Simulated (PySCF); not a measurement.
PySCF input file for SiBr2, SMILES Br[Si]Br (connectivity only; charge and spin as stated), neutral, multiplicity 1, B3LYP/pcSseg-2. The structure is a stationary point at PBE0-D3(BJ)/def2-TZVP. The isomer is the one that the SMILES or the coordinates give; other isomers of the formula were not compared.

```python
import numpy as np
from pyscf import gto, scf, dft
from pyscf.prop.nmr import rks as nmr

mol = gto.M(
    atom='''
    Si    0.00000000    0.00000000    1.18024678
    Br    0.00000000    1.74670014   -0.23604935
    Br    0.00000000   -1.74670014   -0.23604935
    ''',
    basis='pcSseg-2',
    charge=0,
    spin=0,
    max_memory=1600,
    verbose=3,
)
mf = dft.RKS(mol, xc='b3lyp').density_fit(auxbasis='def2-universal-jkfit')
mf.grids.level = 3
mf.conv_tol = 1e-10
mf.max_cycle = 100
mf.kernel()
n = nmr.NMR(mf)
n.verbose = 2
n.max_cycle_cphf = 60
sigma = n.kernel()
print('atom   isotropic/ppm   span/ppm')
for i, s in enumerate(sigma):
    w = np.linalg.eigvalsh((s + s.T) / 2)
    print(f'{mol.atom_symbol(i):2s}{i + 1:3d} {w.mean():14.3f} {w[2] - w[0]:11.3f}')
```

It prints:

```
converged SCF energy = -5438.05609988362
atom   isotropic/ppm   span/ppm
Si  1        -69.074     679.758
Br  2       1375.045    2183.830
Br  3       1375.045    2183.830
```

Self-consistency was reached.
